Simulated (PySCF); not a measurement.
# Computed properties of C3H6AlCl, SMILES [CH2](C=C)[AlH][Cl]

Al(All)(Cl)(H) (C3H6AlCl), SMILES C=C[CH2][AlH][Cl]. Geometry: B3LYP-D3(BJ)/def2-SVP. The structure was generated by enumeration; whether it is a known compound was not checked. Other conformers were not sampled. All values are computed for the isolated molecule unless a solvent is named; none is compared with measurement here.

**Structure.** All 27 harmonic modes at B3LYP-D3(BJ)/def2-SVP (PySCF) are real, so it is a minimum.

**Vibrations.** The strongest infrared lines (harmonic, unscaled, degenerate partners summed) lie at 613 cm⁻¹ (161 km/mol, H 43 %, Al 32 %, C 22 %), 1986 cm⁻¹ (133 km/mol, H 96 %), 749 cm⁻¹ (112 km/mol, H 73 %, C 23 %). The softest mode is at 69 cm⁻¹ and the zero-point energy is 49.0 kcal/mol.

**Electronic structure.** M06-2X/def2-TZVP (PySCF) places the frontier levels at -8.19 and -0.06 eV, a gap of 8.13 eV, and gives a dipole moment of 2.25 D and a mean polarisability of 73.3 bohr³. PBE/def2-TZVP (PySCF) at the same geometry gives -6.08 and -1.72 eV, so its gap is 3.77 eV narrower. An orbital gap is neither the optical nor the fundamental gap.

**Excitations.** TDDFT-B3LYP/def2-SVPD (PySCF) has S1 at 5.45 eV (228 nm, f = 0.182, bright); the most intense of the 10 singlets computed lies at 5.45 eV (f = 0.18). T1 (TDA) is at 3.85 eV. TDDFT-PBE/def2-SVPD (PySCF) puts S1 at 5.14 eV. No vertical singlet excitation falls in the visible range (under 3.1 eV).

**NMR.** GIAO shifts at HF/pcSseg-1 (PySCF) (non-relativistic, atoms alike by connectivity averaged): ¹³C from 17.0 to 148.4 ppm against TMS; ¹H from 1.8 to 6.8 ppm against TMS. Without spin–orbit terms, shifts of atoms bonded to Cl or Br come out too high.
